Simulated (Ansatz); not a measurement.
`C[SiH](C)Br` + `[F][GeH]1[CH2][SiH2][S]1` → `C[Si](C)(F)Br` + `[CH2]1[SiH2][S][GeH2]1`  (redistribution)

Gas-phase electronic energies from Ansatz, PBE0-D4/def2-TZVP geometries. CCSD(T)/CBS is the MP2 limit (def2-TZVPP, def2-QZVPP) plus CCSD(T) − MP2 in def2-TZVPP, frozen cores. DFT in def2-TZVPP. B3LYP here is the variant with VWN-RPA as its local correlation; programs differ in this. For Br, Ge outer-core shells are correlated without core-valence functions, which leaves a few kJ/mol of doubt a bond. Scalar relativity is left out up to krypton.

`C[SiH](C)Br`:

Cartesian coordinates in Å:
```
C -1.225 -1.006 0.150
Si -0.292 0.562 -0.215
C 1.551 0.342 -0.100
Br -0.910 2.112 1.278
H -0.979 -1.379 1.146
H -0.964 -1.776 -0.582
H -2.302 -0.838 0.102
H -0.674 1.103 -1.544
H 1.837 -0.013 0.893
H 1.889 -0.391 -0.838
H 2.069 1.284 -0.290
```

`[F][GeH]1[CH2][SiH2][S]1`:

Cartesian coordinates in Å:
```
F 2.020 -1.232 1.284
Ge 0.338 -1.078 0.865
C 0.155 -0.296 -0.914
Si -0.579 1.296 -0.219
S -0.553 0.700 1.855
H -0.289 -2.424 1.247
H 1.127 -0.174 -1.395
H -0.508 -0.857 -1.573
H -1.963 1.563 -0.686
H 0.252 2.501 -0.463
```

`C[Si](C)(F)Br`:

Cartesian coordinates in Å:
```
C -0.403 -1.412 -0.641
Si 0.626 -0.004 -0.030
C -0.317 1.355 0.795
F 1.699 -0.576 1.008
Br 1.781 0.843 -1.732
H -1.126 -1.067 -1.384
H 0.226 -2.174 -1.105
H -0.949 -1.870 0.188
H -1.035 1.800 0.104
H 0.361 2.139 1.137
H -0.862 0.966 1.660
```

`[CH2]1[SiH2][S][GeH2]1`:

```xyz
10

C     0.942    0.121    0.206
Si    0.014   -0.188   -1.403
S    -1.963   -0.259   -0.563
Ge   -0.713    0.101    1.270
H     1.635   -0.672    0.486
H     1.458    1.081    0.249
H     0.159    0.909   -2.397
H     0.384   -1.466   -2.067
H    -0.837   -1.060    2.272
H    -1.078    1.432    1.948
```

```tsv
level	ΔE (kcal/mol)
PBE-D4	-17.3
PBE0-D4	-18.4
PBE0	-18.2
B3LYP	-18.1
CCSD/def2-TZVPP	-19.0
HF/def2-QZVPP	-18.8
SCS-MP2/def2-QZVPP	-18.5
CCSD/CBS(def2)	-19.6
```

Question: What does CCSD(T)/CBS give? (Estimate.)

Answer: Computed: -19.2 kcal/mol. The listed levels differ from it by 1.9, 0.8, 1.0, 1.1, 0.2, 0.4, 0.7, -0.4 kcal/mol.

Largest T1 diagnostic among the species: 0.012.

From PBE to PBE0 (25 % exact exchange), in def2-TZVPP and without D4, ΔE moves by −1.2 kcal/mol.
